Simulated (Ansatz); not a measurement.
System: dibromogermane, sum formula GeH2Br2 (charge 0, singlet). SMILES: [Br][GeH2][Br]
Geometry from a B3LYP-D3(BJ)/def2-TZVP (Ansatz, a first-principles code) optimisation:
```
Ge
H 1 1.5303
H 1 1.5303 2 115.15
Br 1 2.3163 2 108.09 3 -120.94
Br 1 2.3163 2 108.09 3 120.94
```
Charge 0, spin multiplicity 1.

Computed values are from Ansatz. Correlated levels leave the core frozen unless marked. Open shells are spin-unrestricted. Spin-orbit coupling is left out. The frozen core is the preceding noble-gas configuration, with the filled d and f shells of earlier blocks. Non-relativistic. CBS marks a two-point X^-3 extrapolation of the correlation energy; Hartree-Fock from the larger set (for Q and 5 zeta extrapolated as (X+1)exp(-9√X)).

Problem. What is the atomisation energy De at CCSD(T)/CBS(cc-pVQZ,cc-pV5Z)?

Solution. 1235.2 kJ/mol.

Problem. What is the dipole moment at CCSD(T)/aug-cc-pVDZ?

Solution. 1.75 D.

Problem. What is the T1 diagnostic at CCSD/cc-pV5Z?

Solution. 0.009.

Problem. What is the total energy at CCSD(T)/CBS(cc-pVQZ,cc-pV5Z)?

Solution. -7222.1728 Eh.
